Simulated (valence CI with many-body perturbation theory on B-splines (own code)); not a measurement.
Br⁺: electric-dipole lines

Level of theory: configuration interaction combined with many-body perturbation theory (CI+MBPT): six valence electrons over a frozen Dirac-Fock core [Ar] 3d10, a basis of 9 s, 9 p, 8 d, 6 f, 3 g, 1 h functions for each j, with the one-electron correlation potential Σ1 (screened to all orders), the two-electron term Σ2, the three-electron term Σ3, Breit, model QED; selected single and double excitations, second order for the rest, scaled by the run's own slope (own B-spline code, finite nucleus).

Against 28 measured levels this calculation errs by 346 cm⁻¹ on average and by 547 at most. These come from a selection out of the NIST Handbook of Basic Atomic Spectroscopic Data. Levels without a partner in it may be off by more. Among the levels kept, up to 1600 cm⁻¹ of a level comes from second order outside the variational space, and about a tenth of that is noise between levels of different J, which matters for small intervals.

Lines 1 to 50 of 137 in falling wavelength, among levels below 14.852 eV, chosen from the strongest by gf and those to the six lowest levels. Wavelengths and rates use the calculated energies, so an error of 300 cm⁻¹ moves a line at 44680 Å by 13 % and its rate by three times that or more. Electric multipoles are in the length gauge, E1 and E2 with the static RPA response of the core. Weak lines are less certain than strong ones. Lines between different terms over intervals too small for the method are left out, as are lines whose strength nearly cancels and 1 of this kind that miss the measured wavelength by over 7 %. The highest levels of a list are the least certain.

Names give the largest LS component (configuration and term), which can be under half, so a name can repeat, a term be missing and a line seem to break the LS rules; names also repeat where a configuration has a term twice.

```
λ vac (Å)  λ from measured levels             Upper             Lower   A (s⁻¹)  S (a.u.) with core polarisation  S without
    44680                   43730   4s2.4p3.5p 5P_1  4s2.4p3.4d 3D°_1  8.89e+01                         1.17e-02   1.17e-02
    42920                   42420   4s2.4p3.5p 5P_2  4s2.4p3.4d 3D°_3  1.11e+03                         2.17e-01   2.17e-01
    41990                   41290   4s2.4p3.5p 5P_2  4s2.4p3.4d 3D°_1  3.93e+00                         7.18e-04   7.18e-04
    38400                          4s2.4p3.4d 3F°_2   4s2.4p3.5p 5P_3  4.79e-03                         6.69e-07   6.73e-07
    37560                   36830   4s2.4p3.5p 5P_3  4s2.4p3.4d 3D°_3  1.58e+02                         2.89e-02   2.89e-02
    34050                          4s2.4p3.4d 3F°_2   4s2.4p3.5p 5P_2  7.79e+00                         7.59e-04   7.59e-04
    32820                   31720   4s2.4p3.5p 5P_1  4s2.4p3.4d 3D°_2  8.35e+02                         4.37e-02   4.37e-02
    32460                          4s2.4p3.4d 3F°_2   4s2.4p3.5p 5P_1  1.93e+01                         1.63e-03   1.63e-03
    31350                   30420   4s2.4p3.5p 5P_2  4s2.4p3.4d 3D°_2  7.89e+01                         6.00e-03   5.99e-03
    29780                          4s2.4p3.4d 3F°_3   4s2.4p3.5p 5P_3  9.82e-01                         8.96e-05   9.00e-05
    28390                   27430   4s2.4p3.5p 5P_3  4s2.4p3.4d 3D°_2  9.66e+00                         7.63e-04   7.59e-04
    27720                          4s2.4p3.4d 1S°_0   4s2.4p3.5p 5P_1  3.13e+01                         3.29e-04   3.31e-04
    27090                          4s2.4p3.4d 3F°_3   4s2.4p3.5p 5P_2  1.86e+02                         1.28e-02   1.28e-02
    23830                   23710   4s2.4p3.5p 3P_1  4s2.4p3.4d 1P°_1  6.05e+03                         1.21e-01   1.21e-01
    23530                          4s2.4p3.4d 3F°_4   4s2.4p3.5p 5P_3  2.94e+02                         1.70e-02   1.71e-02
    23070                   22520   4s2.4p3.5p 5P_2  4s2.4p3.5s 3D°_3  4.52e+03                         1.37e-01   1.37e-01
    22750                   22600   4s2.4p3.5p 3P_2  4s2.4p3.4d 1P°_1  6.23e+00                         1.81e-04   1.74e-04
    22650                   22260   4s2.4p3.5p 3P_0  4s2.4p3.4d 1P°_1  2.10e+04                         1.21e-01   1.20e-01
    22120                   21640   4s2.4p3.5p 3P_1  4s2.4p3.5s 1D°_2  7.93e+04                         1.27e+00   1.27e+00
    21430                   20840   4s2.4p3.5p 5P_3  4s2.4p3.5s 3D°_3  3.27e+02                         1.11e-02   1.12e-02
    21190                   20710   4s2.4p3.5p 3P_2  4s2.4p3.5s 1D°_2  2.79e+04                         6.54e-01   6.53e-01
    20610                   20000   4s2.4p3.5p 5P_1  4s2.4p3.5s 3D°_2  1.65e+03                         2.13e-02   2.12e-02
    20020                   19470   4s2.4p3.5p 5P_2  4s2.4p3.5s 3D°_2  1.01e+03                         2.00e-02   1.99e-02
    19660                   19030   4s2.4p3.5p 5P_1  4s2.4p3.5s 3D°_1  7.78e+02                         8.75e-03   8.71e-03
    19380                   19360   4s2.4p3.5p 3P_1  4s2.4p3.4d 3D°_1  2.41e+05                         2.60e+00   2.59e+00
    19120                   18550   4s2.4p3.5p 5P_2  4s2.4p3.5s 3D°_1  1.53e+02                         2.64e-03   2.63e-03
    18850                   18840   4s2.4p3.5p 3P_2  4s2.4p3.4d 3D°_3  7.81e+05                         1.29e+01   1.29e+01
    18770                   18200   4s2.4p3.5p 5P_3  4s2.4p3.5s 3D°_2  1.00e+02                         2.29e-03   2.30e-03
    18670                   18620   4s2.4p3.5p 3P_2  4s2.4p3.4d 3D°_1  1.09e+04                         1.75e-01   1.75e-01
    18600                   18390   4s2.4p3.5p 3P_0  4s2.4p3.4d 3D°_1  1.22e+06                         3.88e+00   3.87e+00
    16760                   16580   4s2.4p3.5p 3P_1  4s2.4p3.4d 3D°_2  9.86e+05                         6.87e+00   6.85e+00
    16220                   16030   4s2.4p3.5p 3P_2  4s2.4p3.4d 3D°_2  1.55e+05                         1.64e+00   1.63e+00
    13680                   13530   4s2.4p3.5p 3P_2  4s2.4p3.5s 3D°_3  1.85e+06                         1.17e+01   1.16e+01
    12870                   12690   4s2.4p3.5p 3P_1  4s2.4p3.5s 3D°_2  1.72e+06                         5.42e+00   5.41e+00
    12540                   12370   4s2.4p3.5p 3P_2  4s2.4p3.5s 3D°_2  5.19e+05                         2.53e+00   2.53e+00
    12490                   12300   4s2.4p3.5p 3P_1  4s2.4p3.5s 3D°_1  6.26e+05                         1.81e+00   1.80e+00
    12180                   11990   4s2.4p3.5p 3P_2  4s2.4p3.5s 3D°_1  5.01e+04                         2.24e-01   2.23e-01
    12160                   11900   4s2.4p3.5p 3P_0  4s2.4p3.5s 3D°_1  2.65e+06                         2.35e+00   2.34e+00
     9455                    9545   4s2.4p3.5p 5P_1  4s2.4p3.4d 5D°_0  2.63e+06                         3.29e+00   3.28e+00
     9422                    9496   4s2.4p3.5p 5P_1  4s2.4p3.4d 5D°_1  6.40e+06                         7.92e+00   7.90e+00
     9361                    9437   4s2.4p3.5p 5P_1  4s2.4p3.4d 5D°_2  5.24e+06                         6.37e+00   6.35e+00
     9296                    9375   4s2.4p3.5p 5P_2  4s2.4p3.4d 5D°_1  1.29e+06                         2.56e+00   2.55e+00
     9237                    9318   4s2.4p3.5p 5P_2  4s2.4p3.4d 5D°_2  5.32e+06                         1.04e+01   1.03e+01
     9192                    9282   4s2.4p3.5p 5P_2  4s2.4p3.4d 5D°_3  8.89e+06                         1.70e+01   1.70e+01
     8961                    9017   4s2.4p3.5p 5P_3  4s2.4p3.4d 5D°_2  4.74e+05                         1.18e+00   1.18e+00
     8935                    9026   4s2.4p3.5p 5P_3  4s2.4p3.4d 5D°_4  1.34e+07                         3.30e+01   3.29e+01
     8919                    8984   4s2.4p3.5p 5P_3  4s2.4p3.4d 5D°_3  3.47e+06                         8.50e+00   8.48e+00
     7409                    7488   4s2.4p3.5p 3P_1  4s2.4p3.4d 5D°_0  8.50e+04                         5.12e-02   5.10e-02
     7389                    7457   4s2.4p3.5p 3P_1  4s2.4p3.4d 5D°_1  1.02e+05                         6.12e-02   6.10e-02
     7351                    7421   4s2.4p3.5p 3P_1  4s2.4p3.4d 5D°_2  1.87e+03                         1.10e-03   1.10e-03
```
